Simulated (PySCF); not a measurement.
XPS shifts beside NMR shieldings

C7H9PS.
Numbering: `[CH3:1][CH2:2]/[CH:3]=[P:4]/[c:5]1[cH:6][cH:7][s:8][cH:9]1`

Geometry (PBE0-D3(BJ)/def2-SVP, Å), atoms numbered from 1 in this order:
```
atom  x, y, z in Å
C1     3.3102   -0.6306    0.1376
C2     2.5915    0.5989   -0.3897
C3     1.1001    0.5840   -0.2944
P4     0.1931   -0.6818    0.3296
C5    -1.5180   -0.1049    0.0701
C6    -2.5715   -0.4208    0.9885
C7    -3.7891    0.0619    0.5925
S8    -3.6809    0.8836   -0.9118
C9    -1.9946    0.5949   -1.0178
H10    4.3995   -0.5301    0.0218
H11    2.9933   -1.5387   -0.3992
H12    3.0956   -0.7906    1.2058
H13    2.9579    1.5046    0.1304
H14    2.8622    0.7678   -1.4501
H15    0.5980    1.4902   -0.6595
H16   -2.4194   -0.9785    1.9145
H17   -4.7460   -0.0213    1.1064
H18   -1.4365    0.9310   -1.8911
```

Binding energies: delta-SCF UKS SCAN, pcX-2 on the ionised atom, pcseg-1 elsewhere, spin-free X2C in PySCF 2.14.0. Shieldings: GIAO PBE/pcSseg-1, non-relativistic, same geometry.

```csv
atom,isotropic shielding (ppm)
C1,165.6
C2,142.5
C3,-22.1
C5,30.0
C6,45.8
C7,50.3
C9,53.3
```

Q: What are the C 1s binding energies of these atoms?

A: 
| atom | environment | C 1s (eV) | isotropic shielding (ppm) |
| --- | --- | --- | --- |
| C3 | carbon bonded to C, P and H | 289.76 | -22.1 |
| C5 | substituted aromatic carbon | 290.06 | 30.0 |
| C6 | aromatic CH carbon | 290.18 | 45.8 |
| C9 | aromatic CH next to a ring sulfur | 290.36 | 53.3 |
| C1 | methyl carbon | 290.51 | 165.6 |
| C7 | aromatic CH next to a ring sulfur | 290.55 | 50.3 |
| C2 | chain CH2 carbon | 290.73 | 142.5 |

Q: Among the listed atoms, is the one with the highest binding energy also the least shielded?

A: No. The highest binding energy is at C2 (290.73 eV, shielding 142.5 ppm), the lowest shielding at C3 (-22.1 ppm, 289.76 eV).

Over these 7 sites the two quantities correlate at r = 0.83. By binding energy: C3 < C5 < C6 < C9 < C1 ≈ C7 < C2. By shielding: C3 < C5 < C6 < C7 < C9 < C2 < C1.

Geometry: PBE0-D3(BJ)/def2-SVP, one conformer, isolated molecule.
